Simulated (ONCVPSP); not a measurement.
**What one change does to a pseudopotential (phosphorus, ONCV)**

```
Element                 : phosphorus (P)
Generator               : ONCVPSP 4.0.1
Type                    : optimised norm-conserving Vanderbilt (ONCV)
Functional              : PBE
Relativity              : scalar-relativistic
Frozen core             : [Ne]
Valence charge          : 5
Reference configuration : 3s2 3p3
Partial waves           : 3s: rc 1.65 bohr, ncon 4, nbas 8, qcut 4.1 1/bohr, 2 projectors, debl 3.2 Ha; 3p: rc 1.95 bohr, ncon 4, nbas 8, qcut 4.9 1/bohr, 2 projectors, debl 2.5 Ha; d scattering state at 0.42 Ha: rc 1.75 bohr, ncon 4, nbas 9, qcut 5.9 1/bohr, 1 projector
Local potential         : polynomial inside 1.60 bohr (lpopt 1, dvloc0 2 Ha)
Core correction         : none
```

Change: s: qcut 3.2.

Cutoffs: the cutoffs (Ha) at which the residual kinetic energy of the hardest occupied pseudo-wave falls to 1 and 0.1 mHa per electron; they do not see the model core or the augmentation charge, which bear on the density cutoff. Errors are all-electron minus pseudo energies relative to the spin-unpolarised reference configuration.

Question: What does the change do?

Answer: The potential gets harder (11 Ha and 54 Ha → 47 Ha and 63 Ha); of the 4 tests that both files solve, the error grows in 2 and shrinks in 1 by more than 15 % and 0.3 meV (median size 14.0 → 26.7 meV); neither file shows a bound ghost.

| quantity | base | changed |
| --- | --- | --- |
| cutoff, loose | 11 Ha | 47 Ha |
| cutoff, tight | 54 Ha | 63 Ha |
| loose cutoff by channel | s 11 Ha, p 4.3 Ha | s 47 Ha, p 4.3 Ha |
| bound ghosts | none | none |
| GHOST(+) flags under 300 eV | none | none |
| error for 3s2 3p2, meV [ΔE 9.73 eV] | -0.8 | 0.0 |
| error for 3s2 3p1, meV [ΔE 28.88 eV] | +1.8 | +7.3 |
| error for 3s2 3p0, meV [ΔE 58.62 eV] | +26 | +46 |
| error for 3s1 3p0, meV [ΔE 110.62 eV] | +167 | +165 |
| s: phases at 1.68 bohr within 0.05 rad from the reference energy up to (Ha; the scan ends near 5) | 4.6 | 4.6 |
| p: phases at 1.97 bohr within 0.05 rad from the reference energy up to (Ha; the scan ends near 5) | to the end of the scan | to the end of the scan |
| d: phases at 1.77 bohr within 0.05 rad from the reference energy up to (Ha; the scan ends near 5) | 2.9 | 2.9 |
